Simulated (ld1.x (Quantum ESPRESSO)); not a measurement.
Reading a pseudo-wave (sulfur)

Columns: radius, all-electron u(r) and pseudo u(r) of the 3p shell (level -7.11 eV) of sulfur in the configuration [Ne] 3s2 3p4; LDA (PZ), scalar-relativistic, TM scheme, ld1.x (Quantum ESPRESSO) 7.5.

```csv
r (bohr),all-electron,pseudo
0.057,0.0740,-0.0090
0.115,0.1936,-0.0350
0.172,0.2832,-0.0727
0.230,0.3286,-0.1170
0.288,0.3306,-0.1602
0.345,0.2992,-0.1962
0.402,0.2441,-0.2228
0.460,0.1720,-0.2407
0.518,0.0906,-0.2521
0.575,0.0066,-0.2612
0.632,-0.0778,-0.2722
0.690,-0.1612,-0.2891
0.747,-0.2390,-0.3139
0.805,-0.3128,-0.3491
0.862,-0.3792,-0.3927
0.920,-0.4402,-0.4432
0.977,-0.4936,-0.4939
1.035,-0.5414,-0.5414
1.092,-0.5821,-0.5821
1.150,-0.6174,-0.6174
1.208,-0.6470,-0.6470
1.265,-0.6707,-0.6707
1.322,-0.6898,-0.6898
1.380,-0.7046,-0.7046
1.438,-0.7153,-0.7153
1.495,-0.7223,-0.7223
```

(1) How many radial nodes do the two functions have?

(2) At about which radius was the pseudo-wave matched?

(3) Is the pseudo-wave norm-conserving?

Results:

(1) The all-electron 3p function has n − l − 1 = 1; the pseudo-wave has 0, since the states of the same l below it are removed with the core.

(2) 1.05 bohr. The columns agree to 0.0005 from 0.98 bohr on; several derivatives are matched, so the curves merge somewhat inside the radius.

(3) Yes: the TM scheme keeps the norm inside the radius equal to the all-electron one, which fixes the energy derivative of the logarithmic derivative at the level.
